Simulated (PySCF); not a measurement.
## Cost of excited-state runs on `CCCO[Si@H](N)O`, C3H11NO2Si

Geometry:
```tsv
atom	x (Å)	y (Å)	z (Å)
C1	2.876	-1.054	0.479
C2	1.419	-1.190	0.058
C3	0.622	0.072	0.373
O4	-0.722	-0.121	0.024
Si5	-1.917	0.972	-0.013
N6	-3.316	0.321	-0.777
O7	-1.377	2.253	-0.865
H8	3.346	-0.220	-0.036
H9	3.425	-1.962	0.242
H10	2.948	-0.878	1.550
H11	1.356	-1.384	-1.014
H12	0.955	-2.030	0.577
H13	0.687	0.299	1.445
H14	1.027	0.927	-0.179
H15	-2.321	1.385	1.328
H16	-3.261	0.140	-1.767
H17	-3.760	-0.462	-0.327
H18	-1.993	2.937	-1.110
```

PySCF with density fitting, on 1 thread of an Intel Xeon Platinum 8488C, shared host. Command: `OMP_NUM_THREADS=1 python excited_run.py task.json out`

Task: How long does this run take, and how much memory?
- magnetisability and related constants, B3LYP/pcSseg-1; isotopologues

Result: 
```
                                  run           level  basis functions  wall time  peak memory (GiB)
magnetisability and related constants  B3LYP/pcSseg-1              181       33 s               0.99
```
Times from a shared host are rough.
